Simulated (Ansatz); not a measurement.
BGeH7InNOS, SMILES `OB[N]([InH2])[GeH2][SH]`, one more setting.

```yaml
crystal:
  periodic: [false, false, false]
  atoms:
    - {symbol: O, position_ang: [0.853499, -1.526436, 2.225617]}
    - {symbol: B, position_ang: [0.379481, -1.534965, 0.939158]}
    - {symbol: N, position_ang: [0.348830, -0.408434, 0.092915]}
    - {symbol: In, position_ang: [0.619335, 1.682518, 0.458478]}
    - {symbol: Ge, position_ang: [-0.440425, -0.501589, -1.530614]}
    - {symbol: S, position_ang: [-1.288939, 1.639945, -1.588459]}
    - {symbol: H, position_ang: [1.161552, -0.666556, 2.523715]}
    - {symbol: H, position_ang: [-0.027930, -2.607428, 0.564747]}
    - {symbol: H, position_ang: [-0.151675, 2.201876, 1.899890]}
    - {symbol: H, position_ang: [1.924318, 2.357663, -0.425097]}
    - {symbol: H, position_ang: [-1.591239, -1.505514, -1.680890]}
    - {symbol: H, position_ang: [0.503868, -0.493142, -2.743726]}
    - {symbol: H, position_ang: [-2.290654, 1.362051, -0.735723]}
basis:
  gaussian: {orbitals: def2-TZVP, point_charges: [{charge: -1.00, position_ang: [4.629, -0.611, -0.570]}]}
hamiltonian: {xc: {name: PBE0-DH}}
```

```sh
$ ansatz run in.yaml --threads 2 --pin off --events-out ev --progress --plain --max-ram 32768MiB --backend cpu
```

Output, abridged:

```
Functional definition: PBE0-DH
1984 factors; integrals over basis functions are off by at most 1.1e-3 eV
mean field evaluation 1: about -76825.5491 eV, gradient 6.7e1 eV
mean field evaluation 2: about -76825.6704 eV, gradient 6.7e1 eV
mean field evaluation 4: about -76833.6378 eV, gradient 1.1e1 eV
mean field evaluation 8: about -76833.9080 eV, gradient 9.2e-1 eV
mean field evaluation 16: about -76833.9098 eV, gradient 3.6e-4 eV
mean field -76833.90977929 eV, -2823.5941044942 hartree, gradient 2.8e-6 eV, S^2 0.000000; 0 other end points of the search recorded, 0 dependent functions left out
21 core orbitals not correlated: weight in the atoms' cores, before any rotation towards them, 1.000 or more for the frozen orbitals, at most 0.000 for the correlated occupied ones
reference -76833.90981000 eV, -2823.5941056229 hartree; 27, 27 occupied and 222, 222 virtual orbitals, 1984 factors
second order -42.21091655 eV of doubles, -0.00000000 eV of singles
Total energy: -76839.18617457 eV, -2823.7880084443 hartree
```

Run time 20 s (2 threads of an AMD EPYC 7R13 on a shared host); peak host memory 1 GiB.
